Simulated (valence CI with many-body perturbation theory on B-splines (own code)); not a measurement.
# Level structure of Xe³⁺

Method: configuration interaction combined with many-body perturbation theory (CI+MBPT): five valence electrons over a frozen Dirac-Fock core [Kr] 4d10, radial functions for each j: 9 s, 9 p, 8 d, 6 f, 3 g, 1 h, with the one-electron correlation potential Σ1 (screened to all orders), the two-electron term Σ2, the three-electron term Σ3, Breit, model QED; selected single and double excitations, second order for the rest, scaled by the run's own slope (own B-spline code, finite nucleus).

Against 31 measured levels this calculation errs by 163 cm⁻¹ on average and by 421 at most. These come from a selection out of Saloman, J. Phys. Chem. Ref. Data 33, 765 (2004). Levels without a partner in it may be off by more. Among the levels kept, up to 1800 cm⁻¹ of a level comes from second order outside the variational space, and about a tenth of that is noise between levels of different J, which matters for small intervals. 3 measured levels below the end of the list, from 133027 cm⁻¹ on, found no clear computed partner, and computed levels of the same name lie up to 507 cm⁻¹ from them.

Levels 1 to 35 of 35, with energies above the lowest level, 5s2 5p3 4S°_3/2. "Leading %" is the weight of the configuration and term that name the level; weights of strongly mixed levels are sums over their largest components and can fall short, so below about 35 % the name and the second component can differ from the true leading terms, or belong to a minority configuration. In the jj column 3d3/2^4 stands for four electrons in 3d with j = 3/2. Lifetimes count E1, E2, E3, M1 and M2 decay at the calculated energies, and are blank where another channel may lead or the interval is too uncertain; long ones can be off by a factor of two.

| No. | Configuration | Term | J | E (eV) | Leading % | Lifetime | Leading jj |
| --- | --- | --- | --- | --- | --- | --- | --- |
| 1 | 5s2 5p3 | 4S° | 3/2 | 0.000 | 82 |  | 5s^2 5p1/2^2 5p3/2 (58 %) |
| 2 | 5s2 5p3 | 2D° | 3/2 | 1.654 | 72 | 50.8 ms | 5s^2 5p1/2 5p3/2^2 (64 %) |
| 3 | 5s2 5p3 | 2D° | 5/2 | 2.180 | 95 | 338 ms | 5s^2 5p1/2 5p3/2^2 (95 %) |
| 4 | 5s2 5p3 | 2P° | 1/2 | 3.490 | 95 | 17.3 ms | 5s^2 5p1/2 5p3/2^2 (95 %) |
| 5 | 5s2 5p3 | 2P° | 3/2 | 4.428 | 70 | 6.93 ms | 5s^2 5p3/2^3 (87 %) |
| 6 | 5s 5p4 | 4P | 5/2 | 12.318 | 82 | 5.28 ns | 5s 5p1/2^2 5p3/2^2 (74 %) |
| 7 | 5s 5p4 | 4P | 3/2 | 13.214 | 81 | 4.25 ns | 5s 5p1/2 5p3/2^3 (63 %) |
| 8 | 5s 5p4 | 4P | 1/2 | 13.503 | 80 | 3.88 ns | 5s 5p1/2^2 5p3/2^2 (37 %) |
| 9 | 5s 5p4 | 2D | 3/2 | 15.095 | 55 | 2.87 ns | 5s 5p1/2 5p3/2^3 (36 %) |
| 10 | 5s 5p4 | 2D | 5/2 | 15.532 | 67 | 3.79 ns | 5s 5p1/2 5p3/2^3 (63 %) |
| 11 | 5s2 5p2 5d | 4F | 3/2 | 16.484 | 27 | 3.16 ns | 5s^2 5p1/2^2 5d3/2 (48 %) |
| 12 | 5s2 5p2 5d | 4F | 3/2 | 16.726 | 51 | 4.00 ns | 5s^2 5p1/2 5p3/2 5d3/2 (47 %) |
| 13 | 5s2 5p2 5d | 4F | 5/2 | 16.914 | 65 | 2.03 ns | 5s^2 5p1/2^2 5d5/2 (49 %) |
| 14 | 5s2 5p2 5d | 2P | 1/2 | 16.959 | 39 | 1.89 ns | 5s^2 5p1/2 5p3/2 5d3/2 (35 %) |
| 15 | 5s2 5p2 5d | 4F | 7/2 | 17.544 | 79 | 19.6 ns | 5s^2 5p1/2 5p3/2 5d5/2 (76 %) |
| 16 | 5s2 5p2 5d | 2F | 5/2 | 17.574 | 68 | 4.53 ns | 5s^2 5p1/2 5p3/2 5d3/2 (76 %) |
| 17 | 5s2 5p2 5d | 2F | 7/2 | 17.967 | 49 | 36.1 ns | 5s^2 5p1/2 5p3/2 5d3/2 (45 %) |
| 18 | 5s2 5p2 5d | 4D | 1/2 | 17.982 | 72 | 1.78 ns | 5s^2 5p1/2 5p3/2 5d3/2 (54 %) |
| 19 | 5s2 5p2 5d | 4F | 9/2 | 18.087 | 80 |  | 5s^2 5p1/2 5p3/2 5d5/2 (69 %) |
| 20 | 5s2 5p2 5d | 4D | 3/2 | 18.119 | 77 | 1.06 ns | 5s^2 5p1/2 5p3/2 5d3/2 (38 %) |
| 21 | 5s2 5p2 5d | 4D | 5/2 | 18.428 | 54 | 609 ps | 5s^2 5p1/2 5p3/2 5d5/2 (60 %) |
| 22 | 5s 5p4 | 2S | 1/2 | 18.681 | 41 | 1.73 ns | 5s^2 5p3/2^2 5d5/2 (41 %) |
| 23 | 5s2 5p2 5d | 4D | 7/2 | 19.317 | 40 | 2.23 ns | 5s^2 5p3/2^2 5d5/2 (57 %) |
| 24 | 5s2 5p2 6s | 4P | 1/2 | 19.509 | 69 | 218 ps | 5s^2 5p1/2^2 6s (83 %) |
| 25 | 5s2 5p2 5d | 4P | 5/2 | 19.833 | 69 | 49.5 ps | 5s^2 5p1/2 5p3/2 5d5/2 (35 %) |
| 26 | 5s2 5p2 5d | 2G | 7/2 | 19.924 | 64 | 1.25 ns | 5s^2 5p3/2^2 5d5/2 (38 %) |
| 27 | 5s2 5p2 5d | 4P | 3/2 | 20.056 | 52 | 55.1 ps | 5s^2 5p1/2 5p3/2 5d3/2 (41 %) |
| 28 | 5s2 5p2 5d | 4P | 1/2 | 20.233 | 62 | 52.9 ps | 5s^2 5p1/2 5p3/2 5d3/2 (65 %) |
| 29 | 5s2 5p2 5d | 2G | 9/2 | 20.241 | 79 | 18.8 ms | 5s^2 5p3/2^2 5d5/2 (69 %) |
| 30 | 5s2 5p2 5d | 2D | 3/2 | 20.346 | 33 | 84.1 ps | 5s^2 5p1/2 5p3/2 5d5/2 (36 %) |
| 31 | 5s2 5p2 6s | 4P | 3/2 | 20.516 | 64 | 246 ps | 5s^2 5p1/2 5p3/2 6s (74 %) |
| 32 | 5s2 5p2 6s | 4P | 3/2 | 20.626 | 22 | 130 ps | 5s^2 5p1/2 5p3/2 5d5/2 (31 %) |
| 33 | 5s2 5p2 6s | 2P | 1/2 | 20.761 | 56 | 238 ps | 5s^2 5p1/2 5p3/2 6s (74 %) |
| 34 | 5s2 5p2 5d | 2D | 5/2 | 21.006 | 38 | 128 ps | 5s^2 5p1/2 5p3/2 6s (31 %) |
| 35 | 5s2 5p2 6s | 4P | 5/2 | 21.168 | 41 | 79.2 ps | 5s^2 5p1/2 5p3/2 6s (50 %) |

Names give the largest LS component (configuration and term), which can be under half, so a name can repeat, a term be missing and a line seem to break the LS rules; names also repeat where a configuration has a term twice.

Where two levels of one J and parity lie close, their mixing, g and order are uncertain.

The ionisation energy to 5s2 5p2 3P_0 of the next ion comes out as 42.353 eV (NIST: 42.2 ± 0.2 eV (measured)). All 35 levels together are meant to be complete up to 21.325 eV.
